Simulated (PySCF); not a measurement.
# How the functional moves excitation energies

Compound: C2H6OSeSi.
SMILES: `[SeH][SiH2]C(C)=O`

Linear-response calculations in the def2-SVPD basis (PySCF; singlets by full response, triplets Tamm–Dancoff, core orbitals frozen in the response; HF means time-dependent Hartree–Fock). 'Strongest' is the level of largest summed f among the singlets computed (10 roots, of which the last may lack a degenerate partner); it can jump between rows when another state enters that window. S1 is the lowest singlet of each run and needn't be the same state throughout; f(S1) is that of one state. Geometry: PBE0-D3(BJ)/def2-SVP, one conformer, isolated molecule. Relativistic effects, spin–orbit coupling among them, are left out although an element past zinc is present.

```
functional                               kind  S1 (eV)  f(S1)  strongest (eV)  T1 (eV)  HOMO (eV)  gap (eV)  ionisation energy, ΔSCF (eV)
       LDA                                LDA     3.02  0.002            5.72     2.98      -5.93      2.99                          9.18
       PBE                                GGA     3.15  0.002            5.66     2.96      -5.83      3.12                          8.99
     B3LYP  global hybrid, 20% exact exchange     3.71  0.001            6.39     3.09      -6.74      4.94                          9.17
      PBE0  global hybrid, 25% exact exchange     3.72  0.001            6.56     3.04      -6.99      5.42                          9.13
 BHandHLYP  global hybrid, 50% exact exchange     3.87  0.001            7.39     3.22      -7.98      7.67                          9.11
 CAM-B3LYP             range-separated hybrid     3.74  0.001            7.05     3.11      -8.26      7.94                          9.22
   wB97X-D             range-separated hybrid     3.74  0.001            7.09     3.14      -8.82      9.12                          9.47
   LC-wPBE             range-separated hybrid     3.73  0.001            7.63     3.04      -9.63     10.51                          9.25
        HF                       Hartree–Fock     4.14  0.001            8.15     3.45      -9.57     11.66                   not settled
```

S1 runs from 3.02 eV (LDA) to 4.14 eV (HF), a spread of 1.11 eV, while the orbital gap spreads over 8.7 eV. Along PBE (0%), B3LYP (20%), PBE0 (25%), BHandHLYP (50%), HF (100%) S1 rises with the share of exact exchange. −ε(HOMO) comes closest to its own ΔSCF ionisation energy with LC-wPBE (+0.38 eV) and misses most with LDA (-3.24 eV). 'Not settled' means that the ion's SCF failed to converge or may have ended in another state than the lowest.
